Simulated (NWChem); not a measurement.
System: BBr$_{2}$, doublet; SMILES [B](Br)Br

Here is an NWChem input.

```
start job
memory heap 200 mb stack 700 mb global 900 mb
geometry units angstroms noautosym nocenter noautoz
  Br     1.687845     0.000000    -0.050452
  B      0.000000     0.000000     0.808457
  Br    -1.687845     0.000000    -0.050452
end
basis spherical
  Br library 6-31g*
  B library 6-31g*
end
dft
  odft
  mult 2
  xc xpbe96 cpbe96
  iterations 150
end
property
  efieldgrad
end
task dft property
```

In the optimisation the excess spin sits in a1 (C2v, its own frame). All runs use the structure optimised with PBE-D3(BJ)/def2-SVP, spin-unrestricted. No stability test was run on the SCF state.

Vzz is the largest principal value of the second derivative of the potential at the nucleus (NWChem prints the opposite sign); η is the asymmetry. Non-relativistic.

Atoms are numbered as in the input.

Task: Give the results of this calculation. (PBE/6-31G* (spherical d), spin-unrestricted.) Quantities: Vzz Br3 (a.u.); η Br3; Vzz B2 (a.u.); η B2.

Result: 
| Item | Result |
|---|---|
| Vzz Br3 (a.u.) | 3.891 |
| η Br3 | 0.49 |
| Vzz B2 (a.u.) | 0.257 |
| η B2 | 0.28 |
